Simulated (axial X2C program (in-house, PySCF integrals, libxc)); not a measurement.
**Spin–orbit effects along a row: molecules with C, PBE0**

Calculated with an axial X2C code built on PySCF integrals, spin-free (one-electron X2C) or two-component (2c: spin–orbit coupling with atomic mean-field Coulomb and Gaunt terms, which also bring small scalar terms), in Dyall basis sets with cores contracted in-house; open shells are unrestricted.

Basis sets: Ag dyall-cv3z, C dyall-v3z, I dyall-cv3z, In dyall-cv3z, Nb dyall-cv3z, Pd dyall-cv3z, Rb dyall-cv3z, Rh dyall-cv3z, Sn dyall-cv3z, Tc dyall-cv3z, Te dyall-cv3z, Y dyall-cv3z, Zr dyall-cv3z.

| molecule | spin-free state | Re (Å) | ωe (cm⁻¹) | De (eV) | 2c state | Re 2c (Å) | ωe 2c (cm⁻¹) | De 2c (eV) |
| --- | --- | --- | --- | --- | --- | --- | --- | --- |
| RbC | M_S = 3/2, Λ = 0 | 2.623 | 323.5 | 2.24 | Ω = 3/2 | 2.623 | 323.6 | 2.24 |
| YC | M_S = 3/2, Λ = 1 | 1.996 | 734.7 | 3.67 | Ω = 5/2 | 1.995 | 734.6 | n/a |
| ZrC | M_S = 1, Λ = 0 | 1.775 | 965.3 | 5.19 | Ω = 1 | 1.775 | 965.1 | n/a |
| NbC | M_S = 1/2, Λ = 2 | 1.679 | 1023.3 | 4.93 | Ω = 3/2 | 1.679 | 1023.8 | n/a |
| TcC | M_S = 3/2, Λ = 0 | 1.636 | 1059.1 | 6.14 | Ω = 3/2 | 1.636 | 1058.7 | 6.14 |
| RhC | M_S = 1/2, Λ = 0 | 1.588 | 1133.7 | 5.90 | Ω = 1/2 | 1.588 | 1131.3 | n/a |
| PdC | M_S = 1, Λ = 1 | 1.742 | 768.5 | 3.16 | Ω = 2 | 1.745 | 764.2 | 3.12 |
| AgC | M_S = 3/2, Λ = 0 | 2.017 | 489.4 | 1.76 | Ω = 3/2 | 2.017 | 489.2 | 1.76 |
| InC | M_S = 3/2, Λ = 0 | 2.200 | 475.5 | 2.97 | Ω = 3/2 | 2.200 | 475.2 | n/a |
| SnC | M_S = 1, Λ = 1 | 2.008 | 649.0 | 3.13 | Ω = 2 | 2.014 | 636.0 | n/a |
| TeC | M_S = 0, Λ = 0 | 1.882 | 905.2 | 4.70 | Ω = 0 | 1.885 | 898.6 | 4.45 |
| CI | M_S = 1/2, Λ = 1 | 2.020 | 652.5 | 3.04 | Ω = 1/2 | 2.022 | 650.0 | 2.86 |

Problem. Work out the shifts from the spin-free to the two-component result.

Solution. 

| molecule | 2c state | ΔRe (Å) | Δωe (cm⁻¹) | ΔDe (eV) |
| --- | --- | --- | --- | --- |
| RbC | Ω = 3/2 | 0.000 | 0.1 | 0.00 |
| YC | Ω = 5/2 | -0.001 | -0.1 | n/a |
| ZrC | Ω = 1 | 0.000 | -0.2 | n/a |
| NbC | Ω = 3/2 | 0.000 | 0.5 | n/a |
| TcC | Ω = 3/2 | 0.000 | -0.4 | 0.00 |
| RhC | Ω = 1/2 | 0.000 | -2.4 | n/a |
| PdC | Ω = 2 | 0.003 | -4.3 | -0.04 |
| AgC | Ω = 3/2 | 0.000 | -0.2 | 0.00 |
| InC | Ω = 3/2 | 0.000 | -0.3 | n/a |
| SnC | Ω = 2 | 0.006 | -13.0 | n/a |
| TeC | Ω = 0 | 0.003 | -6.6 | -0.25 |
| CI | Ω = 1/2 | 0.002 | -2.5 | -0.18 |

Shifts of one unit in the last digit are rounding.

Each entry is the lowest single determinant of a limited PBE0 search at one distance. De goes to single-determinant-based atoms at the same level (for ions the charge split of lowest energy) and is withheld (n/a) where an atom does not fit its ground term or J level. Main or longest-lived isotopes. One determinant is a doubtful description, or other states lie close, for RbC, YC, ZrC, NbC, TcC, PdC, AgC, InC, SnC; these need not be ground states, and all values refer to the states named. Some open-shell Ω = 0 determinants are out of reach, so the Ω given for ZrC, PdC, SnC need not be the lowest component. With several unpaired electrons the Ω given is that of one determinant, not necessarily of the lowest component. Some light 2c atoms are not at their ground J level, so De misses part of their lowering (0.04 eV or less). The functionals have no current term, which raises determinants with orbital currents.
